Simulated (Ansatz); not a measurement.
Input for Ansatz (a first-principles code): U-MP2/cc-pV(T+d)Z on H3OSi (SMILES [O][SiH3]), 2S+1 = 2. Files ending in .json are basis or fitting sets from the Basis Set Exchange.

Ansatz 0.2 input:
```yaml
crystal:
  periodic: [false, false, false]
  atoms:
    - {symbol: O, position_ang: [1.18795333, -0.05043535, -0.09649033]}
    - {symbol: Si, position_ang: [-0.48173900, 0.02068598, 0.03843622]}
    - {symbol: H, position_ang: [-0.97602008, 1.39380911, -0.15963330]}
    - {symbol: H, position_ang: [-0.70680153, -0.43065179, 1.42412010]}
    - {symbol: H, position_ang: [-1.13483596, -0.88042152, -0.92617876]}
basis:
  gaussian:
    orbitals: cc-pV_T+d_Z.json
magnetization: {spin_polarized: true, initial_magnetization: 1}
correlation: {method: mp2, electrons: outside_noble_gas}
accuracy: high
phonons: {}
scf: {omitted_lower_state_checks: [cluster_reference]}
```

The head of its log:

```
WARN ansatz: RAYON_NUM_THREADS=4 ignored (pool sized by the plan → 4); use --threads N
Functional definition: HF
these checks for a lower state are left out or cut short: cluster_reference
integrals: 0.20 GiB planned
2034 factors; integrals over basis functions are off by at most 2.1e-9 eV
mean field: 0.46 GiB planned
mean field evaluation 1: about -9941.2262 eV, gradient 2.8e1 eV
mean field evaluation 2: about -9941.2268 eV, gradient 2.8e1 eV
mean field evaluation 4: about -9946.8739 eV, gradient 6.3e0 eV
mean field evaluation 8: about -9947.6026 eV, gradient 1.5e-1 eV
mean field evaluation 16: about -9947.4286 eV, gradient 6.5e0 eV
mean field evaluation 32: about -9947.4802 eV, gradient 2.6e0 eV
mean field evaluation 64: about -9947.6035 eV, gradient 1.6e-4 eV
mean field -9947.60353817 eV, -365.5676872999 hartree, gradient 2.0e-8 eV, S^2 0.757306; 6 other end points of the search recorded, 0 dependent functions left out
6 core orbitals not correlated
reference -9947.60353817 eV, -365.5676872999 hartree; 7, 6 occupied and 98, 99 virtual orbitals, 2034 factors
densities: 0.80 GiB planned
```

### Question
Give the final energy of this run.

### Answer
-365.8828 hartree.
